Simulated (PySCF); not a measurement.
C7H7N.
Geometry (PBE0-D3(BJ)/def2-SVP, Å), atoms numbered from 1 in this order:
```
atom  x, y, z in Å
C1    -3.104    0.032    0.345
C2    -1.780    0.250    0.311
C3    -0.804   -0.817    0.268
C4     0.547   -0.690    0.232
C5     1.271    0.555    0.229
C6     2.621    0.667    0.191
C7     3.502   -0.450    0.148
N8     4.226   -1.356    0.112
H9    -3.818    0.859    0.377
H10   -3.513   -0.983    0.343
H11   -1.418    1.283    0.314
H12   -1.213   -1.833    0.266
H13    1.150   -1.603    0.202
H14    0.702    1.488    0.260
H15    3.094    1.653    0.193
```

Computed with PySCF at CAM-B3LYP/def2-SVPD, non-relativistic, on one gas-phase PBE0-D3(BJ)/def2-SVP geometry that isn't relaxed in the solvent. The solvent is an IEF-PCM continuum (van der Waals radii × 1.2), and excitations are vertical TDDFT with non-equilibrium linear response and a frozen core. Only the electrostatic response of the medium enters.

Gas-phase singlets (H = HOMO, L = LUMO):

| state | E (eV) | λ (nm) | f | leading configuration |
| --- | --- | --- | --- | --- |
| S1 | 4.429 | 280 | 0.989 | H→L 98% |
| S2 | 5.821 | 213 | 0.056 | H→L+1 61% |
| S3 | 6.069 | 204 | 0.001 | H-2→L 82% |
| S4 | 6.222 | 199 | 0.014 | H-1→L 58% |
| S5 | 6.287 | 197 | 0.004 | H→L+2 77% |

Q: How does the list change in benzene (ε = 2.271)?

A: 
```json
{"state": "S1", "E (eV)": "4.140", "λ (nm)": "299", "f": "1.142", "leading configuration": "H→L 98%", "change by rank (eV)": "-0.289"}
{"state": "S2", "E (eV)": "5.824", "λ (nm)": "213", "f": "0.082", "leading configuration": "H→L+1 75%", "change by rank (eV)": "+0.003"}
{"state": "S3", "E (eV)": "6.076", "λ (nm)": "204", "f": "0.004", "leading configuration": "H-1→L 73%", "change by rank (eV)": "+0.007"}
{"state": "S4", "E (eV)": "6.178", "λ (nm)": "201", "f": "0.002", "leading configuration": "H-2→L 69%", "change by rank (eV)": "-0.044"}
{"state": "S5", "E (eV)": "6.282", "λ (nm)": "197", "f": "0.002", "leading configuration": "H→L+2 60%", "change by rank (eV)": "-0.005"}
```

Q: Give the list for chloroform (ε = 4.711), n² = 2.09.

A: 
| state | E (eV) | λ (nm) | f | leading configuration | change by rank (eV) |
| --- | --- | --- | --- | --- | --- |
| S1 | 4.145 | 299 | 1.124 | H→L 98% | -0.284 |
| S2 | 5.841 | 212 | 0.095 | H→L+1 74% | +0.020 |
| S3 | 6.096 | 203 | 0.003 | H-1→L 72% | +0.027 |
| S4 | 6.202 | 200 | 0.003 | H-2→L 40% | -0.020 |
| S5 | 6.275 | 198 | 0.000 | H-2→L 49% | -0.012 |

Q: The ground-state energy changes by -0.241 eV from gas to chloroform. By how much does the total energy of gas-phase S1 change?

A: E(S1) = E(S0) + excitation energy, so it changes by -0.241 − 0.284 = -0.525 eV: it is lowered more than the ground state, which is what a red shift means. This is the vertical state, with the slow part of the continuum still set for S0.

Q: How do the frontier levels move from gas to chloroform?

A: 
| orbital | gas (eV) | solvent (eV) | change (eV) | Löwdin shares, gas | Löwdin shares, solvent |
| --- | --- | --- | --- | --- | --- |
| LUMO+2 | 1.18 | 1.44 | +0.26 | H14 17 %, C6 16 %, C5 15 %, H15 14 % | C6 18 %, C7 15 %, H15 14 %, C5 13 % |
| LUMO+1 | 0.55 | 0.74 | +0.19 | C1 18 %, C2 18 %, C5 14 %, C4 12 % | C1 18 %, C2 17 %, C5 14 %, C4 13 % |
| LUMO | -1.43 | -1.28 | +0.15 | C6 17 %, C3 16 %, C5 15 %, C1 12 % | C3 16 %, C5 16 %, C6 16 %, C1 11 % |
| HOMO | -7.99 | -7.81 | +0.18 | C4 17 %, C3 16 %, C1 15 %, C6 15 % | C4 18 %, C3 16 %, C1 16 %, C6 15 % |
| HOMO-1 | -10.04 | -9.92 | +0.12 | C2 17 %, C5 16 %, C1 15 %, N8 15 % | C2 18 %, C5 17 %, C1 16 %, C6 12 % |
| HOMO-2 | -10.99 | -11.08 | -0.09 | N8 45 %, C7 34 %, C6 7 % | N8 31 %, C7 23 %, C6 7 %, C4 6 % |
| HOMO-3 | -11.55 | -11.45 | +0.10 | C3 20 %, C2 17 %, C4 14 %, N8 14 % | C3 21 %, C4 17 %, C2 16 %, N8 12 % |

The HOMO–LUMO gap goes from 6.55 to 6.53 eV. Rows go by rank; for LUMO+2 the atom shares or the degeneracy differ between the runs, so the row needn't follow one orbital.
